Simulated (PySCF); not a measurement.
# Sr+ (strontium, charge +1): TPSS calculation

Configuration: [Kr] 5s1, 2S determinant. Computed with PySCF 2.14 in cc-pVDZ-X2C (6s5p3d, 36 functions), with scalar relativity by spin-free X2C-1e.

```
Total energy                        : -3178.93 hartree
One-electron energy                 : -4387.91 hartree
Hartree (Coulomb) energy            : 1314.62 hartree
Exchange-correlation energy         : -105.63 hartree
⟨S²⟩                                : 0.7501
⟨L²⟩                                : 0.000
Sum of ⟨r⟩                          : 26.37 bohr
Sum of ⟨r²⟩                         : 44.39 bohr²
Langevin diamagnetic susceptibility : -35.2 ×10⁻⁶ cm³/mol
Time after the integrals            : 0.76 s of wall time on 1 thread of Neoverse-V1 (shared host)
```

| shell | electrons | mean orbital energy (hartree) | rms radius, mean of both spins (bohr) |
| --- | --- | --- | --- |
| 1s α | 1 | -585.97246 | 0.0450 |
| 1s β | 1 | -585.97204 | 0.0450 |
| 2s α | 1 | -79.60547 | 0.187 |
| 2s β | 1 | -79.60516 | 0.187 |
| 2p α | 3 | -70.70648 | 0.166 |
| 2p β | 3 | -70.70618 | 0.166 |
| 3s α | 1 | -12.57116 | 0.526 |
| 3s β | 1 | -12.57062 | 0.526 |
| 3p α | 3 | -9.68819 | 0.537 |
| 3p β | 3 | -9.68760 | 0.537 |
| 3d α | 5 | -4.94246 | 0.548 |
| 3d β | 5 | -4.94177 | 0.548 |
| 4s α | 1 | -1.76456 | 1.45 |
| 4s β | 1 | -1.76150 | 1.45 |
| 4p α | 3 | -1.09062 | 1.67 |
| 4p β | 3 | -1.08637 | 1.67 |
| 5s α | 1 | -0.31565 | 4.22 |

Densities and radii are taken from the X2C orbitals without a picture-change correction, which distorts them close to the nucleus.
